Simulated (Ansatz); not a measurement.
Geometry optimisation, UKS PBE0-D4/STO-3G (Ansatz).

input.yaml

```yaml
crystal:
  periodic: [false, false, false]
  atoms:
    - { symbol: C, position_ang: [-0.2656, -1.194, 1.3191] }
    - { symbol: B, position_ang: [0.4357, -0.2466, 0.2333] }
    - { symbol: C, position_ang: [1.7971, -0.7364, -0.3801] }
    - { symbol: C, position_ang: [-0.1041, 1.1791, -0.2078] }
    - { symbol: C, position_ang: [-1.5137, 0.9898, -0.9363] }
    - { symbol: F, position_ang: [-0.3507, 1.9739, 0.9169] }
    - { symbol: H, position_ang: [-1.2812, -1.4446, 0.9193] }
    - { symbol: H, position_ang: [0.3159, -2.0468, 1.5127] }
    - { symbol: H, position_ang: [-0.4416, -0.5596, 2.2906] }
    - { symbol: H, position_ang: [2.2332, 0.003, -1.0657] }
    - { symbol: H, position_ang: [1.6721, -1.7068, -0.8646] }
    - { symbol: H, position_ang: [2.5798, -0.8637, 0.4748] }
    - { symbol: H, position_ang: [0.4781, 1.7102, -0.9058] }
    - { symbol: H, position_ang: [-1.4237, 0.3625, -1.7977] }
    - { symbol: H, position_ang: [-2.2723, 0.5337, -0.2341] }
    - { symbol: H, position_ang: [-1.882, 2.0238, -1.2304] }
magnetization:
  spin_polarized: true
basis:
  gaussian: { orbitals: STO-3G }
hamiltonian:
  xc: pbe0
  dispersion: d4
relax:
  f_tol: 0.02
  max_steps: 40
```

Command:

```bash
$ ansatz run input.yaml --threads 1 --pin off --max-ram 2048MiB --backend cpu --events-out ev --progress --plain --runs-dir out
```

**Question.** Where does it end, and by what steps?

**Answer.** The forces met the threshold. Limits of this set-up: minimal basis. After 14 steps the energy has fallen by 0.669 eV; H14 moved furthest, 0.91 Å.

| step | energy less start (eV) | largest force component (eV/Å) | accepted |
| --- | --- | --- | --- |
| 0 | 0.0000 | 4.311 | yes |
| 1 | -0.5386 | 0.565 | yes |
| 2 | -0.5762 | 0.330 | yes |
| 3 | -0.5890 | 0.119 | yes |
| 4 | -0.6065 | 0.292 | yes |
| 5 | -0.6166 | 0.582 | yes |
| 6 | -0.6362 | 0.431 | yes |
| 7 | -0.6624 | 0.096 | yes |
| 8 | -0.6655 | 0.069 | yes |
| 9 | -0.6599 | 0.348 | no |
| 10 | -0.6665 | 0.124 | yes |
| 11 | -0.6676 | 0.103 | yes |
| 12 | -0.6689 | 0.078 | yes |
| 13 | -0.6692 | 0.032 | yes |
| 14 | -0.6694 | 0.017 | yes |

```xyz
16
Properties=species:S:1:pos:R:3
C -0.094 -1.076 1.617
B 0.384 -0.250 0.371
C 1.479 -0.808 -0.610
C -0.288 1.172 0.081
C -1.219 1.046 -1.179
F -1.026 1.687 1.166
H -1.030 -1.589 1.342
H 0.615 -1.847 1.941
H -0.340 -0.426 2.465
H 1.614 -0.215 -1.521
H 1.266 -1.847 -0.894
H 2.444 -0.832 -0.080
H 0.510 1.905 -0.196
H -0.635 0.735 -2.055
H -2.015 0.309 -1.007
H -1.689 2.015 -1.397
```

Whether the end is a true minimum wasn't checked by a vibrational analysis.

The run took 79 s on 1 thread of Arm Neoverse V1 (shared host), peak memory 0.15 GiB.
